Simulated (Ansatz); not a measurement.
Consider the isomerisation: `[CH3][Ga]([CH3])[NH2]` → `C[CH2][GaH][NH2]`.

Program: Ansatz. Geometries: PBE0-D4/def2-TZVP. ΔE: electronic, gas phase. CCSD(T)/CBS is the MP2 limit (def2-TZVPP, def2-QZVPP) plus CCSD(T) − MP2 in def2-TZVPP, frozen cores. DFT in def2-TZVPP. For Ga outer-core shells are correlated without core-valence functions, which leaves a few kJ/mol of doubt a bond. Scalar relativity is left out up to krypton. One conformer a species, not always the lowest.

| species | BHLYP energy (Eh) |
| --- | --- |
| `[CH3][Ga]([CH3])[NH2]` | -2060.60827 |
| `C[CH2][GaH][NH2]` | -2060.59082 |

Problem. Work out ΔE.

Solution. ΔE = (-2060.59082) − (-2060.60827) = 0.01745 Eh = +0.47 eV. CCSD(T)/CBS gives +0.51 eV.

Largest T1 diagnostic among the species: 0.012.

In def2-TZVPP, CCSD(T) changes the Hartree–Fock value by +0.06 eV (the triples alone add +0.00 eV) and MP2 by +0.09 eV. Leaving LDA and LC-ωPBE aside and taking each functional with its dispersion term where it has one, the values, not all of them listed here, spread over 0.10 eV, from B97M-V to B2PLYP. LDA lies −0.06 eV from PBE without D4. At CCSD(T), def2-SVP lies −0.15 eV from the extrapolated value and def2-TZVPP −0.00 eV.
